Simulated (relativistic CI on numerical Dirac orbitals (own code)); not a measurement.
**Spin-allowed bands of a d2 ion in an octahedral site, by hand**

Problem. Take Δ = 15200 cm⁻¹ and B = 600 cm⁻¹ for a d2 ion in an octahedral site. Calculate the three spin-allowed bands.

Working.
1. The terms of highest spin are 3F (energy 0) and 3P (15B = 9000 cm⁻¹). Here the F term splits into A2 at +1.2Δ = 18240, T2 at +0.2Δ = 3040 and T1 at −0.6Δ = -9120 cm⁻¹.
2. The two T1 states mix through the element 0.4Δ: H = [[-9120, 6080], [6080, 9000]], with roots ½(H₁₁ + H₂₂) ∓ ½√[(H₂₂ − H₁₁)² + 4H₁₂²] = ½(-120) ∓ ½(21822) = -10971 and 10851 cm⁻¹.
3. The ground term is 3T1 at -10971 cm⁻¹.
4. Bands: 3T2 14011 cm⁻¹ (714 nm), 3T1(P) 21822 cm⁻¹ (458 nm), 3A2 29211 cm⁻¹ (342 nm).

Check. Exact diagonalisation of the whole d2 shell with these parameters gives 3T2 14011, 3T1 21822, 3A2 29211 cm⁻¹. The match is exact, since without spin-orbit coupling no other term has this spin. The ratio of the second band to the first, 1.557, depends on Δ/B = 25.3 alone, which is how a Tanabe-Sugano diagram is read.
